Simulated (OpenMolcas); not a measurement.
**Bi+: effect of the active space**

```
Program             : OpenMolcas
Method              : SS-CASPT2, IPEA 0.25 Eh, imaginary shift 0.1 Eh
Basis               : ANO-RCC-VDZP
Scalar Hamiltonian  : DKH2, point nucleus
Spin-orbit coupling : RASSI with atomic mean-field integrals over the reference wave functions, term energies averaged over their components
```

A. 2 electrons in 3 orbitals (6p); 2S+1 = 3 even, 3 roots; 2S+1 = 1 even, 6 roots; closed shells correlated: 5d 6s; CASPT2 step about 1 core-seconds
B. 4 electrons in 4 orbitals (6s 6p); 2S+1 = 3 even, 3 roots; 2S+1 = 1 even, 6 roots; 2S+1 = 5 odd, 1 root; 2S+1 = 3 odd, 9 roots; 2S+1 = 1 odd, 8 roots; closed shells correlated: 5d; CASPT2 step roughly 3 core-seconds

Energies in cm-1 above 6s2 6p2 3P0, the measured ground level; measured values from NIST Handbook of Basic Atomic Spectroscopic Data.

```tsv
Level	A	B	Measured
6s2 6p2 3P0	0.0	0.0	0.0
6s2 6p2 3P1	12010	12100	13325
6s2 6p2 3P2 [57 %]	16470	16420	17032
6s2 6p2 1D2 [57 %]	32030	31990	33939
6s2 6p2 1S0	43160	43740	44174
```

Deviations, from unrounded energies. A percentage is the sum of absolute deviations over the sum of measured energies, with the sign that they share, or ± where signs differ.

```json
{"Against measurement": "mean absolute deviation (cm-1)", "Levels": "4", "A": "1200", "B": "1100"}
{"Against measurement": "fine structure of the ground term (%)", "Levels": "2", "A": "-6.2", "B": "-6.0"}
{"Against measurement": "other terms of the ground configuration (%)", "Levels": "2", "A": "-3.7", "B": "-3.0"}
```

B lies closest to measurement on these levels. The largest miss of B in the table is 6s2 6p2 1D2 [57 %], by -1900 cm-1. The ranking rests on the paired levels alone, and a cruder setting can come out closer through cancelling errors.

Between A and B the level of the table that moves most is 6s2 6p2 1S0, by 580 cm-1 (lowest in A, highest in B). Moves below CASPT2's spread within the term are not significant.

Term energies are means over components that CASPT2 splits; among the terms shown or strongly mixed into the levels shown the widest spread is 120 cm-1 (6s2 6p2 1D, B). Over all roots computed the reference weight is 0.88 to 0.94 in B; the roots of lowest weight are the least certain, and an intruder state may touch them. Spin-orbit splittings of 6p shells tend to come out small when the coupling is added on scalar orbitals. With the s shell closed, the reference lacks s² → p² mixing (holds for A). Measured partners are found by configuration, term and J. A level has none where our copy of the source lacks it or the pairing is in doubt (some pairs that miss far off the trend of their configuration count as doubtful), and it then counts in no deviation. Where the source uses jj or jK labels, the order within each J decides. Levels of configurations outside the active space are missing. Levels that lie high or do not pair safely by name in every column are left out.

A share in square brackets marks a mixed level and gives the weight of the term that names it, the lowest over the columns.
